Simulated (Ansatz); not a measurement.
Geometry optimisation, RKS PBE0/def2-SVP in Ansatz 0.2.0.

input.yaml

```yaml
crystal:
  periodic: [false, false, false]
  atoms:
    - { symbol: Zn, position_ang: [-1.33089, -0.070256, -0.043843] }
    - { symbol: "N", position_ang: [1.792126, 0.717469, -0.061924] }
    - { symbol: O, position_ang: [-1.445506, -1.78953, 0.316538] }
    - { symbol: H, position_ang: [1.009622, 1.353221, -0.220931] }
    - { symbol: F, position_ang: [-1.141199, 1.6581, -0.392114] }
    - { symbol: H, position_ang: [1.770136, -0.017661, -0.764965] }
    - { symbol: H, position_ang: [1.688633, 0.286762, 0.854169] }
    - { symbol: H, position_ang: [-2.343122, -2.138104, 0.31317] }
basis:
  gaussian: { orbitals: def2-SVP }
hamiltonian:
  xc: pbe0
relax:
  f_tol: 0.03
  max_steps: 50
output:
  orbitals: {}
```

Command:

```bash
$ ansatz run input.yaml --threads 2 --pin off --max-ram 3072MiB --backend cpu --events-out ev --progress --plain --runs-dir out
```

Where does it end, and by what steps?

The forces met the threshold. After 13 steps the energy has fallen by 0.827 eV; N2 moved furthest, 0.68 Å. Joined: Zn1–N2.

```json
{"step": "0", "energy less start (eV)": "0.0000", "largest force component (eV/Å)": "0.636", "accepted": "yes"}
{"step": "1", "energy less start (eV)": "-0.0923", "largest force component (eV/Å)": "0.350", "accepted": "yes"}
{"step": "2", "energy less start (eV)": "-0.1659", "largest force component (eV/Å)": "0.694", "accepted": "yes"}
{"step": "3", "energy less start (eV)": "-0.1870", "largest force component (eV/Å)": "0.764", "accepted": "yes"}
{"step": "4", "energy less start (eV)": "-0.2181", "largest force component (eV/Å)": "0.719", "accepted": "yes"}
{"step": "5", "energy less start (eV)": "-0.4499", "largest force component (eV/Å)": "1.310", "accepted": "yes"}
{"step": "6", "energy less start (eV)": "-0.7135", "largest force component (eV/Å)": "1.069", "accepted": "yes"}
{"step": "7", "energy less start (eV)": "-0.7988", "largest force component (eV/Å)": "0.433", "accepted": "yes"}
{"step": "8", "energy less start (eV)": "-0.8131", "largest force component (eV/Å)": "0.383", "accepted": "yes"}
{"step": "9", "energy less start (eV)": "-0.8205", "largest force component (eV/Å)": "0.111", "accepted": "yes"}
{"step": "10", "energy less start (eV)": "-0.8241", "largest force component (eV/Å)": "0.131", "accepted": "yes"}
{"step": "11", "energy less start (eV)": "-0.8260", "largest force component (eV/Å)": "0.112", "accepted": "yes"}
{"step": "12", "energy less start (eV)": "-0.8266", "largest force component (eV/Å)": "0.039", "accepted": "yes"}
{"step": "13", "energy less start (eV)": "-0.8267", "largest force component (eV/Å)": "0.023", "accepted": "yes"}
```

```xyz
8
Properties=species:S:1:pos:R:3
Zn -0.890 -0.073 -0.026
N 1.196 0.397 -0.026
O -1.341 -1.781 0.297
H 1.036 1.386 -0.232
F -1.201 1.664 -0.389
H 1.783 0.000 -0.757
H 1.710 0.324 0.851
H -2.293 -1.918 0.283
```

Whether the end is a true minimum wasn't checked by a vibrational analysis.

Time of the run: 13 s on 2 threads of AMD EPYC 9R45 96-Core Processor (Zen 5) (shared host), peak memory 0.21 GiB.
